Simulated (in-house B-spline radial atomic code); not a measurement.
A fraction x of an electron is moved 3d → 4d in the arsenic ion As⁴⁺, starting from [Ar] 3d10 4s1 and keeping the highest spin. Computed with a B-spline radial code for spherical atoms: scalar-relativistic (X2C) r2SCAN0, spin-polarised, spherical fractional occupations, Fermi nucleus of rms radius 4.0968 fm.

Caution: exact exchange at fractional occupations of open shells leaves self-interaction of up to several eV.

| x | E(x) - E(0) (eV) | 3d down level (eV) | 4d up level (eV) |
| --- | --- | --- | --- |
| 0 | 0.0000 | -95.396 | - |
| 0.125 | 8.7752 | -97.018 | -26.618 |
| 0.25 | ? | ? | ? |
| 0.375 | ? | ? | ? |
| 0.5 | 35.6914 | -101.831 | -28.542 |
| 0.625 | 44.9184 | -103.416 | -29.071 |
| 0.75 | 54.2780 | -104.992 | -29.583 |
| 0.875 | 63.7706 | -106.558 | -30.085 |
| 1 | 73.3962 | -108.115 | -30.579 |

Question: What belongs in the row x = 0.25?

Answer: An energy change of 17.6266 eV; 3d down at -98.632 eV, 4d up at -27.372 eV.

Question: What belongs in the row x = 0.375?

Answer: An energy change of 26.5954 eV; 3d down at -100.236 eV, 4d up at -27.985 eV.

Question: Check Janak's theorem between x = 0.5 and 0.625.

Answer: The slope of the energy is 73.82 eV; the orbital levels give 73.82 eV (ε of the receiving orbital less ε of the emptying one, averaged over the two points).
